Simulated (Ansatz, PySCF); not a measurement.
Caution: the highest occupied level lies above zero, so the state may not be bound. This triplet is an excited state, 0.69 eV above the relaxed singlet at the level composite: frozen-core CCSD(T) with HF/aug-cc-pVQZ and the correlation energy extrapolated as X^-3 from aug-cc-pVTZ and aug-cc-pVQZ, plus CCSDT(Q) minus CCSD(T) in aug-cc-pVDZ // PBE0-D3(BJ)/def2-TZVPD (Ansatz, an electronic-structure program).

## HBF, SMILES `[BH-]F` (excited triplet) (charge -1, multiplicity 3)

Calculation: PBE0-D3(BJ)/def2-TZVPD in PySCF.

The highest occupied spin orbital is 2.45 eV, the total energy comes out as -125.1550 Ha and the cost is around 12 core-seconds (rough).

```xyz
3

B     -0.0873     0.4228     0.0000
F      1.1790    -0.1614     0.0000
H     -1.0917    -0.2615     0.0000
```
Charge -1, spin multiplicity 3.
